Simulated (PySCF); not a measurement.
H₃N, SMILES [NH3+], charge +1, multiplicity 2. Geometry optimised at PBE-D3(BJ)/def2-TZVPD.

Computed with PBE-D3(BJ)/def2-TZVPD (PySCF).

Harmonic wavenumbers (cm⁻¹): 850, 1483, 1483, 3269, 3440, 3440. Rotational constants (GHz): 313.3, 313.3, 156.7; symmetry number 6.

Problem. Work out the zero-point energy and the ideal-gas rigid-rotor harmonic-oscillator thermochemistry at 298.15 K and 1 atm.

Solution. ZPE = ½ Σ hcν = ½ × 13965 cm⁻¹ = 19.96 kcal/mol. H − E(el) = 22.38 kcal/mol. Entropy in cal/(mol K): translation 34.44, rotation 10.15, vibration 0.20, spin 1.38, total 46.16. G − E(el) = 8.62 kcal/mol. Cp = 8.68 cal/(mol K).
